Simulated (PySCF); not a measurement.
**UHF on Sc²⁺ (scandium, charge +2)**

Configuration: [Ar] 3d1, 2D determinant. Calculation: PySCF 2.14, in def2-TZVP; the non-relativistic Hamiltonian (point nucleus).

```json
{
 "Total energy": "-759.080183 hartree",
 "One-electron energy": "-1028.6667 hartree",
 "Hartree (Coulomb) energy": "307.3960 hartree",
 "Exchange energy": "-37.8095 hartree",
 "Kinetic energy": "759.08795 hartree",
 "⟨S²⟩": "0.7511",
 "⟨L²⟩": "6.013",
 "Sum of ⟨r⟩": "13.40 bohr",
 "Sum of ⟨r²⟩": "16.28 bohr²",
 "Traceless quadrupole moment −½Σ⟨3z² − r²⟩ along its main axis": "0.824 e·bohr²",
 "Density at the nucleus (Gaussians lack the cusp)": "6010 bohr⁻³",
 "Spin density at the nucleus": "-0.134 bohr⁻³",
 "Langevin diamagnetic susceptibility": "-12.9 ×10⁻⁶ cm³/mol",
 "Time after the integrals": "0.14 s of wall time on 1 thread of Intel(R) Xeon(R) 6975P-C (shared host)"
}
```

| shell | electrons | mean orbital energy (eV) | spread (eV) | rms radius, mean of both spins (bohr) |
| --- | --- | --- | --- | --- |
| 1s β | 1 | -4529.7 | 0 | 0.0852 |
| 1s α | 1 | -4529.7 | 0 | 0.0852 |
| 2s α | 1 | -534.55 | 0 | 0.373 |
| 2s β | 1 | -534.17 | 0 | 0.373 |
| 2p α | 3 | -441.78 | 0.078 | 0.341 |
| 2p β | 3 | -441.40 | 0.548 | 0.341 |
| 3s α | 1 | -85.609 | 0 | 1.16 |
| 3s β | 1 | -84.031 | 0 | 1.16 |
| 3p α | 3 | -58.949 | 1.040 | 1.27 |
| 3p β | 3 | -56.956 | 1.623 | 1.27 |
| 3d α | 1 | -24.722 | 0 | 1.73 |
